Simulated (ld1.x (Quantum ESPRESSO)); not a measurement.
cadmium (Cd), TM: configuration errors across variants

```
Element                 : Cd (Z = 48)
Generator               : ld1.x (Quantum ESPRESSO) 7.5
Type                    : norm-conserving Troullier–Martins (Kleinman–Bylander form)
Functional              : PBEsol
Relativity              : scalar-relativistic
Frozen core             : [Kr]
Valence charge          : 12
Reference configuration : 4d10 5s2 5p0
Partial waves           : 5p (bound, empty): rc 2.50 bohr; 4d (bound): rc 1.80 bohr; 5s (bound): rc 2.45 bohr
Local potential         : the s channel
Core correction         : a·sin(br)/r model core inside 1.75 bohr
```

All-electron excitation energies from the reference (eV): (1) 4d10 5s1 5p0 9.308; (2) 4d10 5s0 5p0 26.404; (3) 4d9 5s0 5p0 64.402; (4) 4d10 5s0 5p1 15.157; (5) 4d9 5s2 5p1 12.646; (6) 4d9 5s2 5p0 17.975; (7) 4d10 5s1.5 5p0 3.731.

Errors AE − PS in meV (a dash: test not solved or not reliable):

```csv
change,(1),(2),(3),(4),(5),(6),(7),bound ghosts
base,-6.2,-41,-243,-13,-181,-140,-1.4,none
wave 4d (bound): rc 1.80 bohr becomes 4d (bound): rc 1.22 bohr,-6.8,-44,-245,-14,-193,-151,-1.6,none
wave 4d (bound): rc 1.80 bohr becomes 4d (bound): rc 1.38 bohr,-6.7,-44,-245,-14,-193,-151,-1.5,none
wave 4d (bound): rc 1.80 bohr becomes 4d (bound): rc 1.58 bohr,-6.6,-43,-244,-14,-190,-148,-1.5,none
wave 4d (bound): rc 1.80 bohr becomes 4d (bound): rc 1.74 bohr,-6.3,-41,-243,-13,-183,-143,-1.5,none
wave 4d (bound): rc 1.80 bohr becomes 4d (bound): rc 2.10 bohr,-4.9,-34,-236,-10,-147,-111,-1.2,none
wave 4d (bound): rc 1.80 bohr becomes 4d (bound): rc 2.30 bohr,-4.2,-32,-229,-9.0,-120,-86,-1.0,none
wave 4d (bound): rc 1.80 bohr becomes 4d (bound): rc 2.54 bohr,-3.6,-32,-215,-9.0,-64,-36,-0.9,none
wave 4d (bound): rc 1.80 bohr becomes 4d (bound): rc 2.70 bohr,-3.7,-39,-196,-11,-6.3,+17,-0.8,none
```

Task: Give the same row for: wave 4d (bound): rc 1.80 bohr becomes 4d (bound): rc 1.92 bohr.

Result: -5.7, -38, -241, -12, -171, -131, -1.4; bound ghosts: none.
